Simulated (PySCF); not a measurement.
C2H10AlBO2Si, singlet, at the geometry of the source list, atoms displaced at random by about 0.08 Å a coordinate; PBE0/STO-3G, gradient in PySCF.

PySCF was given this input:
```python
from pyscf import gto, scf, dft

mol = gto.M(
    atom='''
B     2.499124    0.222179   -0.185146
O     2.217842    1.526999   -0.514537
O     3.755953   -0.167070   -0.340865
Si    1.171766   -0.655935    0.657852
Al   -1.274465   -0.064148    0.106442
C    -2.688649   -1.471626   -0.365689
C    -1.737555    1.860058    0.101308
H     3.127625    1.674636   -0.959040
H     4.072387   -1.331492   -0.105934
H     1.268122   -2.083930    0.747348
H     1.224129   -0.335923    2.207649
H    -3.587071   -1.128775   -0.314846
H    -2.341264   -2.005408   -1.326146
H    -2.433600   -2.311682    0.394917
H    -2.451934    2.255546    0.786099
H    -0.885554    2.475182    0.272869
H    -2.068937    2.028575   -0.982215
''',
    basis='sto-3g',
    charge=0,
    spin=0,
    verbose=4,
)

mf = dft.RKS(mol)
mf.xc = 'pbe0'
mf.kernel()
g = mf.nuc_grad_method()
g.grid_response = True
grad = g.kernel()
```

Output, abridged:

```
PySCF version 2.14.0

[INPUT] verbose = 4
[INPUT] num. atoms = 17
[INPUT] num. electrons = 70
[INPUT] charge = 0
[INPUT] spin (= nelec alpha-beta = 2S) = 0
[INPUT] symmetry False subgroup None
[INPUT] Mole.unit = angstrom
[INPUT] Symbol           X                Y                Z      unit          X                Y                Z       unit  Magmom
[INPUT]  1 B      2.499124000000   0.222179000000  -0.185146000000 AA    4.722659911328   0.419857460630  -0.349875233059 Bohr   0.0
[INPUT]  2 O      2.217842000000   1.526999000000  -0.514537000000 AA    4.191113967558   2.885609902485  -0.972334010955 Bohr   0.0
[INPUT]  3 O      3.755953000000  -0.167070000000  -0.340865000000 AA    7.097722506739  -0.315716543631  -0.644141495450 Bohr   0.0
[INPUT]  4 Si     1.171766000000  -0.655935000000   0.657852000000 AA    2.214316822077  -1.239537505517   1.243160110497 Bohr   0.0
[INPUT]  5 Al    -1.274465000000  -0.064148000000   0.106442000000 AA   -2.408389805344  -0.121222151439   0.201146228151 Bohr   0.0
[INPUT]  6 C     -2.688649000000  -1.471626000000  -0.365689000000 AA   -5.080810255086  -2.780970097789  -0.691052056766 Bohr   0.0
[INPUT]  7 C     -1.737555000000   1.860058000000   0.101308000000 AA   -3.283503076369   3.515000195806   0.191444374227 Bohr   0.0
[INPUT]  8 H      3.127625000000   1.674636000000  -0.959040000000 AA    5.910354670343   3.164603398337  -1.812322942503 Bohr   0.0
[INPUT]  9 H      4.072387000000  -1.331492000000  -0.105934000000 AA    7.695696103239  -2.516155217049  -0.200186247280 Bohr   0.0
[INPUT] 10 H      1.268122000000  -2.083930000000   0.747348000000 AA    2.396403272536  -3.938056962765   1.412283039741 Bohr   0.0
[INPUT] 11 H      1.224129000000  -0.335923000000   2.207649000000 AA    2.313268551138  -0.634802468942   4.171851989170 Bohr   0.0
[INPUT] 12 H     -3.587071000000  -1.128775000000  -0.314846000000 AA   -6.778581779370  -2.133075606256  -0.594972711415 Bohr   0.0
[INPUT] 13 H     -2.341264000000  -2.005408000000  -1.326146000000 AA   -4.424347745304  -3.789671888012  -2.506052741187 Bohr   0.0
[INPUT] 14 H     -2.433600000000  -2.311682000000   0.394917000000 AA   -4.598837496742  -4.368445867087   0.746284971935 Bohr   0.0
[INPUT] 15 H     -2.451934000000   2.255546000000   0.786099000000 AA   -4.633483735509   4.262364201358   1.485511816794 Bohr   0.0
[INPUT] 16 H     -0.885554000000   2.475182000000   0.272869000000 AA   -1.673454528513   4.677416088453   0.515647677884 Bohr   0.0
[INPUT] 17 H     -2.068937000000   2.028575000000  -0.982215000000 AA   -3.909724298979   3.833451173140  -1.856117345440 Bohr   0.0

nuclear repulsion = 388.768309497575
number of shells = 35
number of NR pGTOs = 159
number of NR cGTOs = 53
basis = sto-3g
ecp = {}

******** <class 'pyscf.dft.rks.RKS'> ********
method = RKS
initial guess = minao
damping factor = 0
level_shift factor = 0
DIIS = <class 'pyscf.scf.diis.CDIIS'>
diis_start_cycle = 1
diis_space = 8
diis_damp = 0
SCF conv_tol = 1e-09
SCF conv_tol_grad = None
SCF max_cycles = 50
direct_scf = True
direct_scf_tol = 1e-13
XC library pyscf.dft.libxc version 7.1.2
    S. Lehtola, C. Steigemann, M. J. T. Oliveira, and M. A. L. Marques,  SoftwareX 7, 1–5 (2018)
XC functionals = pbe0
    C. Adamo and V. Barone,  J. Chem. Phys. 110, 6158 (1999)
    M. Ernzerhof and G. E. Scuseria,  J. Chem. Phys. 110, 5029 (1999)
radial grids:
    Treutler-Ahlrichs [JCP 102, 346 (1995); DOI:10.1063/1.469408] (M4) radial grids

becke partition: Becke, JCP 88, 2547 (1988); DOI:10.1063/1.454033
pruning grids: <function nwchem_prune>
grids dens level: 3
symmetrized grids: False
atomic radii adjust function: <function treutler_atomic_radii_adjust>
small_rho_cutoff = 0
Set gradient conv threshold to 3.16228e-05
Initial guess from minao.
tot grids = 206888
init E= -779.36205367847
  HOMO = -0.287727959755455  LUMO = -0.0543513707277233  gap/eV = 6.35050
cycle= 1 E= -779.153058405949  delta_E= 0.209  |g|= 0.73  |ddm|=  4.8
  HOMO = -0.0254660310345567  LUMO = 0.14916608321406  gap/eV = 4.75198
cycle= 2 E= -779.090890024951  delta_E= 0.0622  |g|=  0.9  |ddm|= 2.13
  HOMO = -0.125281658782702  LUMO = 0.154159653624169  gap/eV = 7.60399
cycle= 3 E= -779.345528564641  delta_E= -0.255  |g|= 0.0808  |ddm|= 1.17
  HOMO = -0.13497130189191  LUMO = 0.144989104774162  gap/eV = 7.61811
cycle= 4 E= -779.347414245453  delta_E= -0.00189  |g|= 0.0351  |ddm|= 0.156
  HOMO = -0.136482946382082  LUMO = 0.14758860380321  gap/eV = 7.72998
cycle= 5 E= -779.34775477221  delta_E= -0.000341  |g|= 0.0126  |ddm|= 0.0534
  HOMO = -0.136304263862883  LUMO = 0.147199739748693  gap/eV = 7.71454
cycle= 6 E= -779.34780245214  delta_E= -4.77e-05  |g|= 0.00157  |ddm|= 0.0172
  HOMO = -0.136117900688037  LUMO = 0.14760229926991  gap/eV = 7.72042
cycle= 7 E= -779.34780335797  delta_E= -9.06e-07  |g|= 0.00033  |ddm|= 0.00287
  HOMO = -0.136130833661475  LUMO = 0.147574080900793  gap/eV = 7.72000
cycle= 8 E= -779.347803400437  delta_E= -4.25e-08  |g|= 7.96e-05  |ddm|= 0.000671
  HOMO = -0.136125491914843  LUMO = 0.147571739044398  gap/eV = 7.71979
cycle= 9 E= -779.347803402826  delta_E= -2.39e-09  |g|= 1.71e-05  |ddm|= 0.000148
  HOMO = -0.136126082409862  LUMO = 0.147570063856601  gap/eV = 7.71977
cycle= 10 E= -779.347803402928  delta_E= -1.01e-10  |g|= 3.31e-06  |ddm|= 3.17e-05
  HOMO = -0.136126243432473  LUMO = 0.147569784418529  gap/eV = 7.71976
Extra cycle  E= -779.347803402929  delta_E= -1.14e-12  |g|= 3.3e-06  |ddm|= 9.76e-06
converged SCF energy = -779.347803402929

******** <class 'pyscf.grad.rks.Gradients'> for <class 'pyscf.dft.rks.RKS'> ********
unit = Eh/Bohr
grid_response = True
--------------- RKS gradients ---------------
         x                y                z
0 B     0.0165377837    -0.0079906512    -0.0093702972
1 O    -0.0333063929     0.0034028297     0.0208574842
2 O    -0.0975943269     0.1085796657     0.0033712778
3 Si     0.1340862970     0.0190594350    -0.0825328472
4 Al    -0.0211333729     0.0132805808    -0.0045128364
5 C    -0.2296996386     0.0765665541    -0.0093845848
6 C    -0.0011573289     0.0388505043     0.0495844100
7 H     0.0033631971    -0.0309064267     0.0035783931
8 H     0.0448348837    -0.1156684618     0.0193031279
9 H    -0.0073795151     0.0084748029     0.0068325499
10 H    -0.0024616091     0.0047378429     0.0489894169
11 H     0.1426415354    -0.0408246878    -0.0004837948
12 H     0.0278483861    -0.0290974469    -0.0236488842
13 H     0.0266676439    -0.0341401358     0.0204064496
14 H     0.0276992042     0.0013778836    -0.0102664104
15 H    -0.0266370121    -0.0111387693     0.0027795408
16 H    -0.0043097346    -0.0045635194    -0.0355029951
----------------------------------------------
```
